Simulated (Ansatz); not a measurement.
Two structures of CH7BrGe, closed shell, reached by relaxing down either side of one saddle point (PBE0-D4/def2-TZVP). Energies are electronic, without zero-point energy. Program: Ansatz 0.2.0. Basis: def2-TZVPP and def2-QZVPP. Cores are frozen in the correlated methods. Filled d shells of the heavier atoms are correlated. The def2 sets are not built for correlating such inner shells, so the correlated values are less sure here. Extrapolation: Hartree–Fock as exp(−7.88 √X), correlation as X^−2.97. First:

```xyz
10
angstrom
Ge -0.4868 -0.8324 -0.6165
Br 1.6924 -1.2604 -1.2930
H -1.3899 -1.3679 -1.7375
H -0.6948 -1.6281 0.6799
C -0.6603 1.0837 -0.3627
H 1.9531 -0.2956 1.8145
H 1.6685 -0.0440 2.4581
H -0.4439 1.6011 -1.2971
H -1.6778 1.3241 -0.0480
H 0.0393 1.4194 0.4023
```

Second:

| atom | x (Å) | y (Å) | z (Å) |
| --- | --- | --- | --- |
| Ge1 | -0.7234 | -0.7853 | 0.5274 |
| Br2 | 3.2884 | 0.3326 | -0.6805 |
| H3 | -1.5819 | -1.8055 | -0.2379 |
| H4 | -1.2654 | -0.6373 | 1.9584 |
| C5 | -0.6767 | 0.9324 | -0.3930 |
| H6 | 2.2571 | -0.4614 | -0.0942 |
| H7 | 0.7068 | -1.3699 | 0.6331 |
| H8 | -0.2712 | 0.8134 | -1.3981 |
| H9 | -1.6844 | 1.3427 | -0.4674 |
| H10 | -0.0496 | 1.6383 | 0.1523 |

Task: Which bonds change from the first to the second?

Result: CH₅BrGe ([CH3][GeH2][Br]) + H₂ → CH₆Ge ([CH3][GeH3]) + HBr; bonds formed: Ge1–H7, Br2–H6; bonds broken: Ge1–Br2, H6–H7.

Task: Give the saddle point's structure and its height above each. (An estimate is asked for; the value comes from the calculation.)

Result: By the calculation: 218.7 kJ/mol above the first and 153.3 kJ/mol above the second (CCSD(T) at an estimated basis limit (MP2 extrapolated from triple and quadruple zeta, plus CCSD(T) − MP2 in triple zeta)).
```json
{"atom": "Ge1", "x (Å)": "-0.3308", "y (Å)": "-0.6753", "z (Å)": "0.1668"}
{"atom": "Br2", "x (Å)": "2.2092", "y (Å)": "-0.4048", "z (Å)": "-1.1073"}
{"atom": "H3", "x (Å)": "-0.4362", "y (Å)": "-1.9045", "z (Å)": "-0.7276"}
{"atom": "H4", "x (Å)": "-1.1270", "y (Å)": "-0.9585", "z (Å)": "1.4738"}
{"atom": "C5", "x (Å)": "-0.6811", "y (Å)": "1.1321", "z (Å)": "-0.4094"}
{"atom": "H6", "x (Å)": "1.5329", "y (Å)": "-0.7339", "z (Å)": "0.7196"}
{"atom": "H7", "x (Å)": "1.0353", "y (Å)": "-0.8636", "z (Å)": "1.4096"}
{"atom": "H8", "x (Å)": "-0.4809", "y (Å)": "1.2131", "z (Å)": "-1.4755"}
{"atom": "H9", "x (Å)": "-1.7151", "y (Å)": "1.3910", "z (Å)": "-0.1713"}
{"atom": "H10", "x (Å)": "-0.0065", "y (Å)": "1.8044", "z (Å)": "0.1211"}
```

T1 diagnostic: at most 0.011.

Labels in which every atom is bracketed show which atoms are joined, not bond orders.

For scale, one of the runs: CCSD(T)/def2-TZVPP, 225 basis functions, launched by `ansatz run in.yaml --threads 8 --pin off --events-out ev --progress --plain --max-ram 19148MiB`. Time: 23 s of wall clock on 8 CPU threads of an Intel Xeon 6975P-C; the host was shared. Peak host memory: 4.2 GiB.
